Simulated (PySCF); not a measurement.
Excitation energy of B by level of theory

B [He] 2s2 2p1 (2P) → B [He] 2s2 3d1 (2D), as a difference of total energies. Computed with PySCF 2.14 in aug-cc-pVQZ (6s5p4d3f2g, 80 functions), with no relativity, point nucleus. Correlated levels: valence: 1s2 frozen. The calculations carry no spin-orbit coupling.

| method | excitation energy (eV) |
| --- | --- |
| UHF | 7.372 |
| LDA | 7.331 |
| PBE | 7.211 |
| PBE0 | 7.337 |
| r2SCAN | 7.558 |
| wB97X-V | 7.660 |
| CAM-B3LYP | 7.627 |
| MP2 (valence) | 7.472 |
| SCS-MP2 (valence) | 7.461 |

Estimate what B3LYP gives.

7.350 eV, closest to PBE0 among the rows shown.

Estimate what M06 gives.

7.109 eV, closest to PBE among the rows shown.

Errors of the correlated levels include the incompleteness of this basis and the frozen core.

The promoted electron is Rydberg-like, and one or two diffuse shells describe it only roughly, which tends to raise the upper state.

In the upper state the promoted electron has a positive orbital energy at LDA, PBE, r2SCAN, so the basis confines it.

For comparison: 6.789 eV (measured; NIST levels, between the centres of gravity of the two terms).
